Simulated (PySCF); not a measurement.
InO⁻: from constants to spectrum

PBE0 constants of InO⁻, ¹Σ⁺ (singlet), closed shell (basis In aug-cc-pVDZ-PP with ECP28, O aug-cc-pVDZ; scalar-relativistic core potentials; PySCF 2.14; masses 114.9039 and 15.9949 u):

| Item | Value |
| --- | --- |
| ωe | 680.7 cm⁻¹ |
| ωexe | 2.94 cm⁻¹ |
| Be | 0.32093 cm⁻¹ |
| αe | 0.00199 cm⁻¹ |
| D (centrifugal) | 2.85e-07 cm⁻¹ |
| De to In + O⁻ | 4.07 eV |

(1) Give the band origin of the fundamental and the first lines of its P and R branches.

(2) Near which J would the R branch turn back, without centrifugal distortion?

Spin–orbit coupling is left out, which matters for elements this heavy, above all for dissociation energies. For an ion De counts to the pair picked by the measured ionisation energies or electron affinities, which need not be the lowest pair at this level.

## Answers

(1) ν0 = ωe − 2ωexe = 674.8 cm⁻¹, B0 = 0.31993, B1 = 0.31794 cm⁻¹.

```json
{"J″": "0", "P(J″) − ν0": "", "R(J″) − ν0": "0.636"}
{"J″": "1", "P(J″) − ν0": "-0.640", "R(J″) − ν0": "1.268"}
{"J″": "2", "P(J″) − ν0": "-1.284", "R(J″) − ν0": "1.896"}
{"J″": "3", "P(J″) − ν0": "-1.932", "R(J″) − ν0": "2.520"}
{"J″": "4", "P(J″) − ν0": "-2.583", "R(J″) − ν0": "3.140"}
{"J″": "5", "P(J″) − ν0": "-3.239", "R(J″) − ν0": "3.755"}
{"J″": "6", "P(J″) − ν0": "-3.899", "R(J″) − ν0": "4.367"}
```

(2) At J ≈ (B0 + B1)/(2(B0 − B1)) − 1 ≈ 160.
